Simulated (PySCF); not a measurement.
## Ionisation of 2-bromopropene

Molecule: 2-bromopropene, `C=C(C)Br` (C3H5Br). Numbering: `[CH2:1]=[C:2]([CH3:3])[Br:4]`

Computed at ωB97X-D3(BJ)/ma-def2-TZVP // PBE0-D3(BJ)/def2-SVP with PySCF (density fitting, grid level 2). The prefix ma- adds one diffuse s and one diffuse p function on all atoms but H. Thermal corrections: PBE0-D3(BJ)/def2-SVP frequencies, unscaled, ideal gas at 298.15 K and 1 bar, quasi-RRHO entropy.

Frontier levels of the parent: HOMO -9.59 eV, LUMO 1.07 eV.

Oxidation to the radical cation:
```
Vertical ionisation energy (electronic)              : 9.53 eV
Adiabatic ionisation energy (with zero-point energy) : 9.28 eV
Adiabatic, electronic part                           : 9.33 eV
Vertical gap at the product's structure              : 9.07 eV
Inner reorganisation energy (four-point)             : 462 meV
Relaxation of product / of parent                    : 202 / 260 meV
⟨S²⟩ of the product                                  : 0.760
Largest spin populations                             : C1 0.59, Br4 0.28, C2 0.12
Largest changes of atomic charge                     : Br4 0.40, C1 0.24, C2 0.10
Distances that move most (Å)                         : C2–Br4 1.904 → 1.824; C1–C2 1.332 → 1.402; C2–C3 1.490 → 1.471; C3–H 1.101 → 1.108
Potential in acetonitrile                            : 6.86 V absolute, 2.32 V against Fc+/Fc computed at 4.54 V (solvation -10 → -240 kJ/mol)
```

Solvents are IEF-PCM continua (electrostatics only, gas-phase structures); absolute potentials refer to an electron at rest in vacuum. Fc+/Fc in acetonitrile, 4.54 V, is ωB97X-D3(BJ)/ma-def2-TZVP on PBE0-D3(BJ)/def2-SVP structures with GFN2-xTB thermal terms. Benchmark calculations put it near 5.0 V in acetonitrile and DMSO, so it is about 0.5 V low, and the value against it can read up to that much too high.

Measured values (NIST Chemistry WebBook, evaluated or the median of agreeing entries): vertical ionisation energy 9.58 eV (computed 9.53, difference -0.05).

Known limits: spin-orbit coupling is left out of the energies, which matters for open shells on the heavier atoms; atoms from Ga to Kr are treated without relativity.

Hardware: 1 thread of Intel Xeon Platinum 8488C, shared with other jobs. Command: `OMP_NUM_THREADS=1 python redox_run.py task.json out`. Structures, frequencies and single points: 7.2 min.
